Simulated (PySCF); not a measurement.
CH5BrO2Si, SMILES C[Si](O)(O)Br.

The structure is a stationary point at B3LYP-D3(BJ)/def2-SVP. One conformer was computed; it need not be the lowest.

The numbers are results of PySCF with PBE/def2-TZVP, not measurements.

Computed frontier levels, gap, dipole moment and polarisability:
```
Item                                                                                                           Result
---------------------------------------------------------------------------------------------  ----------------------
highest occupied level                                                                                       -7.06 eV
lowest empty level                                                                                           -0.39 eV
orbital gap                                                                                                   6.67 eV
dipole moment                                                                                               0.190 e·Å
quadrupole, principal values (traceless, Buckingham form, about the centre of nuclear charge)   -7.18, 0.69, 6.49 D·Å
mean static polarisability                                                                       64.1 bohr³ (9.51 Å³)
polarisability, principal values                                                               56.7, 61.1, 74.6 bohr³
```
